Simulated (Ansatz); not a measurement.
Geometry optimisation, RKS r2SCAN/def2-SVP in Ansatz 0.2.0.

The input (input.yaml):

```yaml
crystal:
  periodic: [false, false, false]
  atoms:
    - { symbol: Ge, position_ang: [-0.497575, 0.007459, -0.352407] }
    - { symbol: H, position_ang: [0.205837, -0.126829, 2.306416] }
    - { symbol: H, position_ang: [0.547784, 1.052653, 0.067507] }
    - { symbol: F, position_ang: [-0.835169, 0.357021, -2.041076] }
    - { symbol: H, position_ang: [0.129935, -1.397025, -0.340094] }
    - { symbol: Si, position_ang: [-2.520028, 0.131523, 0.80111] }
    - { symbol: H, position_ang: [-3.642852, 0.130472, -0.182466] }
    - { symbol: H, position_ang: [-2.663939, -1.046272, 1.708555] }
    - { symbol: H, position_ang: [-2.581593, 1.375504, 1.625408] }
    - { symbol: H, position_ang: [-0.4669, -0.339306, 2.436648] }
basis:
  gaussian: { orbitals: def2-SVP }
hamiltonian:
  xc: r2scan
relax:
  f_tol: 0.03
  max_steps: 50
```

Run as:

```bash
$ ansatz run input.yaml --threads 4 --pin off --max-ram 5120MiB --backend cpu --events-out ev --progress --plain --runs-dir out
```

Task: Where does it end, and by what steps?

Result: It converged. The force dipped under the threshold on the way, but the program's further checks kept it going. After 19 steps the energy has fallen by 0.124 eV; H9 moved furthest, 0.87 Å.

```
step  energy less start (eV)  largest force component (eV/Å)  accepted
   0                  0.0000                           1.643       yes
   1                 -0.0947                           0.084       yes
   2                 -0.1070                           0.115       yes
   3                 -0.1095                           0.070       yes
   4                 -0.1102                           0.050       yes
   5                 -0.1106                           0.007       yes
   6                 -0.1111                           0.038       yes
   7                 -0.1099                           0.288        no
   8                 -0.1116                           0.050       yes
   9                 -0.1116                           0.209        no
  10                 -0.1117                           0.047       yes
  11                 -0.1134                           0.006       yes
  12                 -0.1143                           0.090       yes
  13                 -0.1148                           0.093       yes
  14                 -0.1155                           0.152       yes
  15                 -0.1173                           0.083       yes
  16                 -0.1195                           0.012       yes
  17                 -0.1216                           0.136       yes
  18                 -0.1179                           0.300        no
  19                 -0.1241                           0.026       yes
```

```xyz
10
Properties=species:S:1:pos:R:3
Ge -0.570 0.086 -0.377
H 0.661 -0.358 2.628
H 0.497 1.027 0.204
F -0.812 0.619 -2.032
H -0.021 -1.348 -0.478
Si -2.707 0.225 0.670
H -3.717 -0.367 -0.253
H -2.714 -0.532 1.956
H -3.051 1.651 0.941
H 0.109 -0.859 2.770
```

Whether the end is a true minimum wasn't checked by a vibrational analysis.

Run time: 34 s on 4 threads of Arm Neoverse V2 (shared host), peak memory 0.17 GiB.
